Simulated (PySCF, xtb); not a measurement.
C4H7BF2, SMILES C(=C\B(F)C)(/C)F. The values are those of a single conformer.

Harmonic wavenumbers (cm⁻¹) from GFN2-xTB in xtb 6.7.1 at its own minimum, in rising order: 18, 37, 109, 123, 132, 267, 312, 401, 416, 515, 556, 779, 814, 860, 871, 905, 1010, 1014, 1104, 1175, 1283, 1307, 1383, 1387, 1448, 1459, 1479, 1484, 1670, 3005, 3006, 3021, 3047, 3051, 3074, 3082.

What does B3LYP-D3(BJ)/def2-SVP (PySCF 2.14.0) give at its own minimum? (An estimate is asked for; the answer gives what the named calculation found.)

25, 56, 130, 141, 190, 294, 338, 428, 469, 571, 582, 810, 833, 859, 907, 913, 1013, 1053, 1104, 1208, 1299, 1359, 1369, 1409, 1437, 1437, 1441, 1452, 1715, 3019, 3033, 3084, 3100, 3127, 3160, 3173. Paired by order, the mean absolute difference is 32 cm⁻¹ and the zero-point energies are 65.2 and 66.5 kcal/mol.
